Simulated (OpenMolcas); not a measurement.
**Ti3+, Zr3+, Hf3+: d down the group**

```yaml
Program: OpenMolcas 26.06
Method: SS-CASPT2, IPEA 0.25 Eh, imaginary shift 0.1 Eh
Basis: ANO-R2
Scalar_Hamiltonian: X2C, finite nucleus
Spin-orbit_coupling: state interaction with AMFI integrals over the reference wave functions, term energies averaged over their components
```

Active space for each ion: 1 electron in 10 orbitals (d d); closed shells correlated by CASPT2: Ti3+ 3s 3p; Zr3+ 4s 4p; Hf3+ 5s 5p.

Computed levels in cm-1 above ²D_3/2:

```tsv
Level	Ti3+	Zr3+	Hf3+
²D_5/2	360	1286	5660
weight of ²D in the lowest level (%)	100	100	100
```

Measured, with the error of the calculation in %. Measured levels: Ti3+ from Corliss and Sugar, J. Phys. Chem. Ref. Data 8, 1 (1979); Zr3+ from the list in Rauch et al., Astron. Astrophys. 599, A142 (2017).

```
 Level        Ti3+         Zr3+
²D_5/2  382 (-5.7)  1251 (+2.9)
```

The fine-structure level ²D_5/2 changes by a factor of 15.7 from Ti3+ to Hf3+.

With one active electron, CASPT2 adds the correlation within the correlated inactive shells and between them and that electron, and leaves the splitting within a term as the reference gives it. With one active electron outside closed inactive shells, the extra shells (4d) add no correlation to the reference (holds for Ti3+). With one active electron outside closed inactive shells, the extra shells (5d) add no correlation to the reference (holds for Zr3+). With one active electron outside closed inactive shells, the extra shells (6d) add no correlation to the reference (holds for Hf3+). Measured partners are found by configuration, term and J. A level has none where our copy of the source lacks it or the pairing is in doubt (some pairs that miss far off the trend of their configuration count as doubtful), and it then counts in no deviation. Only configurations of the active space appear.
